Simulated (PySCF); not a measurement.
Isomers of H5NSi2. Gas-phase values, no solvent. Strings in code marks are SMILES.

All values below come from ωB97X-D3(BJ)/def2-TZVP // PBE0-D3(BJ)/def2-TZVP run with PySCF. All candidates: neutral, multiplicity 1. Delta-SCF ions had no search for a lower state. Excitations are Tamm–Dancoff values on a coarser integration grid. The basis has no diffuse functions, so Rydberg states are missing or too high.

```json
{
 "T1 excitation (TDA)": "3.62 eV",
 "dipole_moment": "3.24 D",
 "vertical ionisation energy (Delta-SCF)": "9.45 eV"
}
```

### Question
Identify which member has these values.
(A) `[SiH2]=N[SiH3]`
(B) `[H]/N=[SiH]\[SiH3]`
(C) `N[SiH]=[SiH2]`

### Answer
A, `[SiH2]=N[SiH3]`. The others give `[H]/N=[SiH]\[SiH3]`: 3.27 eV, 2.97 D, 9.29 eV; `N[SiH]=[SiH2]`: 1.89 eV, 3.83 D, 7.61 eV
